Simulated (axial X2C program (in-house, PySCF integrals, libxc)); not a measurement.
## KOs: a run with one poor setting

Computed with an in-house all-electron X2C program for linear molecules (integrals from PySCF). Two-component (2c) means X2C with spin–orbit coupling and atomic mean-field two-electron Coulomb and Gaunt terms. Basis: Os dyall-v2z [11s12p9d6f], K dyall-v2z [9s10p2d] (cores contracted in-house); Gaussian nuclei, density fitting, unrestricted open shells. Masses: Os 191.961 u, K 38.964 u.

One setting of this run was spoiled on purpose, so its numbers are not properties of KOs. Level: MP2, two-component; state Ω = 7/2 (⟨Sz⟩ = 1.42, ⟨Lz⟩ = 2.08 at HF).

```csv
R (Å),E − E(lowest point) (eV)
2.722,0.3252
2.847,0.1399
2.941,0.0573
3.035,0.0130
3.129,0.0000
3.239,0.0169
3.348,0.0622
3.489,0.1516
3.661,0.2895
3.911,0.5076
```

Fit: Re 3.127 Å, ωe 156.7 cm⁻¹, residual 0.53 microhartree, De 0.27 eV.

17 electrons were correlated into 118 virtual spinors.

Task: Which setting was spoiled?
A. an excited determinant was followed
B. too few iterations allowed
C. density fitting set too sparse
D. virtual space cut too low
E. integration grid too coarse

Result: D. Virtual space cut too low: only virtuals below 3 hartree against the usual 25.
